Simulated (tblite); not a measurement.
C8H8.
Atom-mapped SMILES: `[CH2:1]=[C:2]=[C:3]=[CH:4][C:5]#[C:6][CH2:7][CH3:8]` (hydrogens: H9, H10 on C1; H11 on C4; H12, H13 on C7; H14, H15, H16 on C8)

Computed with GFN2-xTB (tblite), gas phase: Langevin dynamics at 200 K from the optimised GFN2-xTB geometry, time step 0.5 fs, friction 0.01 fs⁻¹, 2000 steps. The instantaneous temperature is 2·E(kin)/(3Nk) with all 3N coordinates.

```tsv
t (fs)	T (K)	E(pot) above start (eV)	C1=C2 (Å)	C2=C3 (Å)	C3=C4 (Å)	C4–C5 (Å)	C5≡C6 (Å)	C1–H9 (Å)
0	163	0.000	1.310	1.254	1.322	1.404	1.205	1.078
25	81	0.200	1.320	1.264	1.322	1.416	1.211	1.105
50	104	0.285	1.329	1.235	1.332	1.366	1.208	1.072
75	136	0.215	1.321	1.273	1.343	1.389	1.204	1.049
100	150	0.166	1.326	1.272	1.345	1.370	1.203	1.089
125	104	0.287	1.329	1.241	1.316	1.362	1.192	1.073
150	169	0.235	1.324	1.267	1.311	1.392	1.203	1.052
175	180	0.267	1.315	1.276	1.327	1.376	1.217	1.105
200	149	0.398	1.328	1.252	1.324	1.401	1.215	1.095
225	232	0.273	1.320	1.252	1.304	1.382	1.201	1.093
250	182	0.381	1.314	1.276	1.347	1.447	1.202	1.086
275	159	0.411	1.322	1.240	1.348	1.400	1.221	1.061
300	165	0.367	1.295	1.254	1.284	1.409	1.202	1.083
325	210	0.311	1.330	1.257	1.302	1.447	1.199	1.087
350	221	0.315	1.315	1.248	1.331	1.383	1.203	1.064
375	175	0.301	1.287	1.268	1.313	1.399	1.211	1.068
400	126	0.336	1.318	1.246	1.323	1.428	1.214	1.094
425	136	0.260	1.319	1.248	1.315	1.408	1.193	1.092
450	140	0.198	1.306	1.275	1.322	1.416	1.206	1.067
475	149	0.265	1.295	1.250	1.324	1.404	1.209	1.091
500	135	0.330	1.322	1.257	1.318	1.417	1.208	1.080
525	189	0.303	1.328	1.284	1.325	1.421	1.216	1.061
550	231	0.256	1.291	1.229	1.337	1.392	1.204	1.074
575	221	0.321	1.298	1.267	1.326	1.409	1.207	1.106
600	201	0.431	1.348	1.274	1.309	1.402	1.211	1.057
625	188	0.442	1.324	1.243	1.324	1.384	1.221	1.069
650	160	0.377	1.277	1.263	1.341	1.388	1.192	1.086
675	234	0.268	1.325	1.237	1.321	1.390	1.212	1.071
700	192	0.378	1.356	1.269	1.285	1.424	1.210	1.078
725	242	0.212	1.310	1.256	1.324	1.430	1.209	1.089
750	176	0.351	1.278	1.251	1.354	1.393	1.194	1.098
775	171	0.348	1.307	1.258	1.339	1.431	1.210	1.051
800	153	0.349	1.323	1.259	1.295	1.405	1.212	1.075
825	250	0.268	1.332	1.262	1.329	1.412	1.204	1.098
850	182	0.385	1.309	1.251	1.355	1.400	1.203	1.069
875	251	0.315	1.281	1.270	1.312	1.397	1.194	1.091
900	202	0.429	1.346	1.235	1.352	1.404	1.219	1.089
925	261	0.429	1.315	1.273	1.304	1.399	1.216	1.067
950	215	0.380	1.286	1.243	1.326	1.440	1.202	1.055
975	250	0.274	1.308	1.234	1.354	1.416	1.200	1.094
1000	206	0.333	1.310	1.284	1.332	1.434	1.212	1.108
```

Question: From 500 fs on, how do temperature and potential energy compare with equipartition?

Answer: The mean temperature of these 21 frames is 205 K against the target 200 K, and the mean potential energy 0.34 eV against 42 × kT/2 = 0.36 eV for 42 classical harmonic modes. For 16 atoms in a canonical ensemble the temperature itself scatters by T·√(2/(3N)) = 41 K; here its standard deviation is 35 K. The whole run lasts only 10 friction times of 100 fs, so these averages carry a wide statistical error.

Question: What are the kinetic and total energies of the listed frame with the highest potential energy?

Answer: The one at 625 fs, 0.442 eV above the start. Its kinetic energy is 3NkT/2 = 0.390 eV at 188 K, so the sum is 0.83 eV; over the listed frames the sum runs from 0.34 to 0.97 eV, since the thermostat adds and removes energy.

Question: How much do the listed bonds fluctuate from 500 fs on?

Answer: 
```
 bond  at the start (Å)  mean (Å)  standard deviation (Å)
C1=C2             1.310     1.313                   0.022
C2=C3             1.254     1.257                   0.016
C3=C4             1.322     1.327                   0.019
C4–C5             1.404     1.409                   0.016
C5≡C6             1.205     1.207                   0.008
C1–H9             1.078     1.079                   0.016
```

The motion is classical and holds no zero-point motion.

The cost below is that of the whole dynamics run. The run took 17 s wall on one thread of an Arm Neoverse N1, shared host with 64 logical CPUs at a one-minute load of 46, and the process peaked at 0.18 GiB of memory.
